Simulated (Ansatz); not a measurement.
How methods differ on GeH2Cl2 (dichlorogermane)

The species is GeH2Cl2 (5 atoms), meant as a singlet with charge 0. As SMILES, `[Cl][GeH2][Cl]`. Geometry: optimised at wB97X-V/def2-SVP.

```tsv
atom	x (Å)	y (Å)	z (Å)
Cl	-1.7743	-0.1593	0.9808
Ge	0.0275	0.0807	-0.1570
Cl	1.5813	-1.0331	0.8144
H	-0.1975	-0.5196	-1.5423
H	0.4130	1.5576	-0.1374
```

Each level gives the dissociation energy of the Ge2–Cl1 bond into doublet GeH2Cl and doublet Cl (shapes relaxed at wB97X-V/def2-SVP, no zero-point term) (eV). The values are calculated.

```json
{"level": "HF/def2-TZVP", "kind": "Hartree–Fock", "program": "Ansatz", "value (eV)": "3.17", "CPU time (all runs)": "3.3 s"}
{"level": "PBE/def2-TZVP", "kind": "GGA", "program": "Ansatz", "value (eV)": "4.21", "CPU time (all runs)": "5.1 s"}
{"level": "B3LYP/def2-TZVP", "kind": "global hybrid", "program": "Ansatz", "value (eV)": "4.00", "CPU time (all runs)": "7.3 s"}
{"level": "wB97M-V/def2-TZVP", "kind": "range-separated hybrid", "program": "Ansatz", "value (eV)": "4.29", "CPU time (all runs)": "26 s"}
{"level": "MP2/def2-TZVP", "kind": "perturbation theory", "program": "Ansatz", "value (eV)": "4.42", "CPU time (all runs)": "4.6 s"}
```

All-electron rows without a relativistic Hamiltonian named are non-relativistic. The values span 3.17 to 4.42 eV. Hartree–Fock misses the correlation of the electron pair that is broken and comes out low. Measured bond enthalpies also hold zero-point and thermal terms, a few tenths of an eV less. In the correlated wave-function rows the outer d shell of Ge is correlated, in sets not made for it. CPU times are rough (shared hosts, several kinds of processor): they show what a rung costs within a factor of a few.
